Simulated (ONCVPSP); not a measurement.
P (Z = 15): excitation energies, all-electron against ONCV

- Element: P
- Generator: ONCVPSP 4.0.1
- Type: optimised norm-conserving Vanderbilt (ONCV)
- Functional: PBE
- Relativity: fully relativistic
- Frozen core: [Ne]
- Valence charge: 5
- Reference configuration: 3s2 3p1 (charge +2)
- Partial waves: 3s: rc 1.40 bohr, ncon 5, nbas 10, qcut 4.2 1/bohr, 3 projectors, debl 2.4 Ha; 3p: rc 1.20 bohr, ncon 5, nbas 9, qcut 5.6 1/bohr, 2 projectors, debl 1.8 Ha; d scattering state at 0.26 Ha: rc 1.30 bohr, ncon 4, nbas 7, qcut 7.6 1/bohr, 2 projectors, debl 0.9 Ha
- Local potential: polynomial inside 0.85 bohr (lpopt 5, dvloc0 6 Ha)
- Core correction: none

Open shells are filled in proportion to 2j + 1.

Energies are relative to the spin-unpolarised reference configuration 3s2 3p1; without spin polarisation the order of configurations can differ from experiment.

```json
{"valence configuration": "3s2 3p2", "charge": "+1", "ΔE all-electron (eV)": "-19.147", "error AE − PS (meV)": "+1.2"}
{"valence configuration": "3s1 3p0", "charge": "+4", "ΔE all-electron (eV)": "81.745", "error AE − PS (meV)": "+127"}
```

(1) What are ΔE and the potential's error for 3s2 3p3?

(2) What are ΔE and the potential's error for 3s2 3p0?

Levels in the configuration 3s2 3p3:

```tsv
level	all-electron (eV)	pseudo (eV)
3s j=1/2	-13.969	-13.962
3p j=3/2	-5.489	-5.487
3p j=1/2	-5.542	-5.540
```

Note: ghosts flagged at negative energy: s at -171.6 eV, p3/2 at -116.1 eV, p1/2 at -116.2 eV; GHOST(+) flags only above 600 eV. A true bound ghost makes a file unfit for plane-wave use.

Results:

(1) ΔE = -28.877 eV all-electron; the error (AE − PS) is +0.3 meV.

(2) ΔE = 29.739 eV all-electron; the error (AE − PS) is +12 meV.
